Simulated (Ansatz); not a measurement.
`C[SiH2]SS` + H–F → `C[SiH2]F` + `SS` at 600 K and 1 bar (ligand exchange at the Si–S bond).

Program: Ansatz. Geometries: PBE0-D4/def2-TZVP. ΔE: electronic, gas phase. CCSD(T)/CBS adds triple-zeta CCSD(T) − MP2 to the extrapolated MP2 energy (def2 sets, frozen cores). This one scheme is used for every species. Each species was taken in one conformer, which may not be the lowest.

```json
{"species": "`C[SiH2]SS`", "CCSD(T)/CBS energy (Eh)": "-1126.32699", "H − E (kJ/mol)": "233.0", "S (J/(mol·K))": "442.3"}
{"species": "H–F", "CCSD(T)/CBS energy (Eh)": "-100.39570", "H − E (kJ/mol)": "42.3", "S (J/(mol·K))": "194.0"}
{"species": "`C[SiH2]F`", "CCSD(T)/CBS energy (Eh)": "-430.00374", "H − E (kJ/mol)": "191.4", "S (J/(mol·K))": "351.0"}
{"species": "`SS`", "CCSD(T)/CBS energy (Eh)": "-796.74576", "H − E (kJ/mol)": "76.7", "S (J/(mol·K))": "289.3"}
```

H − E and S are ideal-gas, rigid-rotor, harmonic terms from PBE0-D4/def2-TZVP, for one conformer and one mirror image of each species. 1 Eh = 2625.50 kJ/mol, R = 8.31446 J/(mol·K).

By hand: ΔE, ΔH, ΔS and ΔG.

ΔE = (-430.00374) + (-796.74576) − (-1126.32699) − (-100.39570) = -0.02681 Eh = -70.4 kJ/mol. Δ(H − E) = 191.4 + 76.7 − 233.0 − 42.3 = -7.2, so ΔH = -77.6 kJ/mol. ΔS = 351.0 + 289.3 − 442.3 − 194.0 = 4.0 J/(mol·K). ΔG = -77.6 − 600 × (4.0)/1000 = -80.0 kJ/mol.

By hand: the equilibrium constant, and the temperature at which ΔG would vanish if ΔH and ΔS stayed fixed.

log₁₀ K = −ΔG/(RT ln 10) = 7.0. ΔH and −TΔS have one sign here, so there is no such temperature.

The number of gas molecules stays the same, so ΔS is small and ΔH decides. A doubt of 5 kJ/mol in ΔE shifts log₁₀ K by 0.4 here. Other conformers and mirror images would add mixing entropy, several J/(mol·K) or more a flexible species. These are equilibria of isolated gas molecules and say nothing of rates. Largest T1 diagnostic: 0.011 (customary marks: 0.02 for closed shells, 0.045 for open ones).

ΔS is within the doubt of such terms, so its sign, and with it that verdict, could turn.
